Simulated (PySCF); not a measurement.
## How methods differ on the excitation energy of Zn²⁺

Zn²⁺ [Ar] 3d10 (1S) → Zn²⁺ [Ar] 3d9 4s1 (3D), as a difference of total energies. Calculation: PySCF 2.14, in aug-cc-pwCVDZ-PP with ECP10MDF (6s6p5d3f, 70 functions); a scalar-relativistic core potential. Correlated levels: valence: 3s2 3p6 frozen. The calculations carry no spin-orbit coupling.

| method | excitation energy (eV) |
| --- | --- |
| UHF | 8.105 |
| MP2 (valence) | 10.314 |
| SCS-MP2 (valence) | 10.122 |
| CCSD (valence) | 9.703 |
| CCSD(T) (valence) | 9.792 |

How much does correlation contribute at CCSD(T) (valence)?

9.792 − (8.105) = 1.687 eV, measured against UHF.
